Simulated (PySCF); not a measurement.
SMILES O(C)[SiH2]O[Si](C)(C)C at its GFN2-xTB optimised geometry (Å):

```
22

Si    -1.0632     1.7105    -0.5826
O     -1.7067     1.7511    -2.0682
C     -2.8975     1.1896    -2.5341
O     -0.9275     0.2044     0.0000
Si    -0.4082    -1.3462     0.0000
C     -1.1115    -2.1235     1.5882
C      1.4949    -1.3462     0.0000
C     -1.0750    -2.2330    -1.5508
H     -1.8964     2.3534     0.4299
H      0.2311     2.2996    -0.8728
H     -3.7579     1.7557    -2.1676
H     -2.9945     0.1518    -2.2072
H     -2.8847     1.2256    -3.6248
H     -0.7431    -1.6121     2.4721
H     -0.8293    -3.1682     1.6702
H     -2.1959    -2.0725     1.6106
H      1.8865    -0.8775    -0.8980
H      1.8843    -0.7945     0.8506
H      1.8964    -2.3534     0.0489
H     -0.8017    -1.6955    -2.4545
H     -0.6795    -3.2404    -1.6353
H     -2.1589    -2.3110    -1.5304
```

Level of theory: PBE0/def2-SVP run with PySCF.

Map of the deformation density (molecule minus spherical neutral atoms) (e/bohr³) on the plane z = 1.0 Å:

```
|11111111111111111111111111111|
|11111111111111111111111111111|
|11111111111111111111111111111|
|11111111111111111111111111111|
|11111111111111111111111111111|
|11111111111111111111111111111|
|11111111111111111111111111111|
|11111111121111111111111111111|
|11111111111111111111111111111|
|11111111111111111111111111111|
|11111111111111111111111111111|
|11111111111111111111111111111|
|11111111111111111111111111111|
|11111111112221111111111111111|
|11111111111111111111111111111|
|11111111111110001111001111111|
|11111111110000000123201111111|
|11111111100100000125521111111|
|11111111112331001123311111111|
|11111111124874100001111111111|
|11111111335984100000111111111|
|11111111222552100001111111111|
|11111111100221001111111111111|
|11111111001221111111111111111|
|11111111111111111111111111111|
|11111111111111111111111111111|
|11111111111111111111111111111|
|11111111111111111111111111111|
|11111111111111111111111111111|
```
Scale: ten equal steps from -0.013 (start of '0') to 0.057 (end of '9'), in the order '0123456789'; x runs from -4.50 to 4.50, y from -4.50 (bottom) to 4.50 (top).
